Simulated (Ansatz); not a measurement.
The first iterations of a band of a periodic cell of 17 atoms, Si (host Si, host structure diamond, interstitial Si).

All numbers below come from DFT PBE, scalar-relativistic, plane waves, PAW in Ansatz. Settings: PAW set soft_1, cutoff 420 eV, k mesh 2x2x2, gaussian smearing 0.05 eV, no spin polarisation.

```
movable images  : 5
climbing image  : yes
spring          : 5.0 eV/Å²
optimiser       : quadratic models (default)
start path      : straight line
force threshold : 0.05 eV/Å
iteration limit : 67
end points      : relaxed
```

Initial state:

```xyz
17
Lattice="0.0000 5.4300 5.4300 5.4300 0.0000 5.4300 5.4300 5.4300 0.0000" Properties=species:S:1:pos:R:3
Si -0.001 0.002 -0.002
Si 1.335 1.336 1.330
Si 2.715 2.717 -0.038
Si 4.093 4.098 1.332
Si 2.715 -0.030 2.712
Si 4.095 1.337 4.093
Si 5.461 2.717 2.713
Si 6.782 4.081 4.073
Si -0.031 2.717 2.713
Si 1.335 4.099 4.094
Si 2.715 5.467 2.713
Si 4.080 6.785 4.074
Si 2.715 2.717 5.460
Si 4.077 4.079 6.781
Si 5.430 5.432 5.428
Si 6.782 6.787 6.779
Si 2.714 2.718 2.712
```

Final state:

Only the atoms that move by more than 0.05 Å are listed.
```
Si17 1.363 4.070 1.361
```

| iteration | highest image above the first end (eV) | largest band force component (eV/Å) |
| --- | --- | --- |
| 1 | 0.949 | 1.508 |
| 2 | 0.519 | 0.685 |

Question: Does the band converge within its limit, and where does its top end?

Answer: It converged. It ended after 6 iterations with the highest image 0.309 eV above the first end. By the program's own check the climbing image is a first-order saddle point (lowest curvatures found: -0.23 and 0.54 eV/Å²). Limits of this set-up: coarse k mesh.

Time of the run: 7.1 min on 1 thread of Arm Neoverse V1, with other jobs on the host, peak memory 0.83 GiB.
